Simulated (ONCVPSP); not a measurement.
# An all-electron radial function and its pseudo partner (Li (Z = 3))

Columns: radius, all-electron u(r) and pseudo u(r) of the 1s shell (level -51.85 eV) of lithium in the configuration 1s2 2s1; PBE, scalar-relativistic, ONCV scheme, ONCVPSP 4.0.1.

| r (bohr) | all-electron | pseudo |
| --- | --- | --- |
| 0.055 | 0.4334 | 0.2949 |
| 0.110 | 0.7363 | 0.5695 |
| 0.165 | 0.9397 | 0.8065 |
| 0.220 | 1.0683 | 0.9934 |
| 0.275 | 1.1414 | 1.1248 |
| 0.330 | 1.1734 | 1.2016 |
| 0.385 | 1.1754 | 1.2298 |
| 0.440 | 1.1558 | 1.2190 |
| 0.495 | 1.1208 | 1.1801 |
| 0.550 | 1.0753 | 1.1233 |
| 0.605 | 1.0230 | 1.0576 |
| 0.660 | 0.9666 | 0.9889 |
| 0.715 | 0.9083 | 0.9210 |
| 0.770 | 0.8496 | 0.8559 |
| 0.825 | 0.7916 | 0.7942 |
| 0.880 | 0.7351 | 0.7359 |
| 0.935 | 0.6807 | 0.6809 |
| 0.990 | 0.6288 | 0.6288 |
| 1.045 | 0.5796 | 0.5796 |
| 1.100 | 0.5333 | 0.5333 |
| 1.155 | 0.4899 | 0.4899 |
| 1.210 | 0.4494 | 0.4493 |
| 1.265 | 0.4116 | 0.4116 |
| 1.320 | 0.3766 | 0.3766 |
| 1.375 | 0.3441 | 0.3441 |
| 1.430 | 0.3141 | 0.3141 |

Problem. How many radial nodes do the two functions have?

Solution. The all-electron 1s function has n − l − 1 = 0; the pseudo-wave has 0.

Problem. At about which radius was the pseudo-wave matched?

Solution. 1.05 bohr. The columns agree to 0.0005 from 0.94 bohr on; several derivatives are matched, so the curves merge somewhat inside the radius.

Problem. Where does each function peak?

Solution. Outermost all-electron maximum near 0.39 bohr, pseudo maximum near 0.39 bohr (to the table’s step).

Problem. Is the pseudo-wave norm-conserving?

Solution. Yes: the ONCV scheme keeps the norm inside the radius equal to the all-electron one, which fixes the energy derivative of the logarithmic derivative at the level.
